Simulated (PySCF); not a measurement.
H₅AlGeO₂ (SMILES [OH][Al]([OH])[GeH3]), singlet, at a GFN2-xTB geometry (such geometries of metal compounds can be far from the true shape). Base run: PBE/6-31G in PySCF.

Here is a job for PySCF.
```python
from pyscf import gto, scf, dft, solvent

mol = gto.M(
    atom='''
Al   -0.99672151    0.16233974    0.43730740
Ge    1.17852362   -0.18790734   -0.52221521
H     1.50984562   -1.60057098   -0.92944863
H     1.48876674    0.57936140   -1.77988670
H     2.35660471    0.15540668    0.35240320
O    -1.25466409   -0.64014137    1.85115305
H    -1.44309914   -1.08437078    2.66544262
O    -2.00337986    1.15627435   -0.40324004
H    -2.60314257    1.72372798   -0.86592429
''',
    basis='6-31g',
    verbose=3,
)

mf = dft.RKS(mol)
mf.xc = 'pbe'
mf.kernel()
```

Each row names what was changed in the base input (with any setting that the change needs).

| change | ΔE vs base (kcal/mol) | dipole (D) | HOMO-LUMO gap (eV) |
|---|---|---|---|
| base | 0.000 | 2.26 | 5.59 |
| model = IEF-PCM; solvent = n-hexane | -2.36 | 2.44 | 5.63 |
| model = COSMO; solvent = n-hexane | -2.40 | 2.42 | 5.64 |
| model = IEF-PCM; solvent = n-hexane; vdw_scale = 1.4 | -1.25 | 2.41 | 5.61 |
| model = IEF-PCM; solvent = n-hexane; vdw_scale = 1.0 | -5.33 | 2.49 | 5.69 |
| model = IEF-PCM; solvent = dimethylsulfoxide | -6.50 | 2.73 | 5.73 |
| model = IEF-PCM; solvent = methanol | -6.40 | 2.73 | 5.73 |
| model = IEF-PCM; solvent = n-hexane; lebedev_order = 41 | -2.37 | 2.45 | 5.63 |
| model = ddCOSMO; solvent = n-hexane | -1.86 | 2.42 | 5.63 |
| model = IEF-PCM; solvent = n-hexane; lebedev_order = 11 | -2.23 | 2.44 | 5.63 |
| model = IEF-PCM; solvent = n-hexane; vdw_scale = 1.1 | -3.45 | 2.47 | 5.66 |
| model = IEF-PCM; solvent = n-hexane; r_probe = 0.5 | -0.81 | 2.39 | 5.60 |

The base is the gas phase, so ΔE is the electrostatic part of solvation at a fixed geometry, without cavity and dispersion terms.
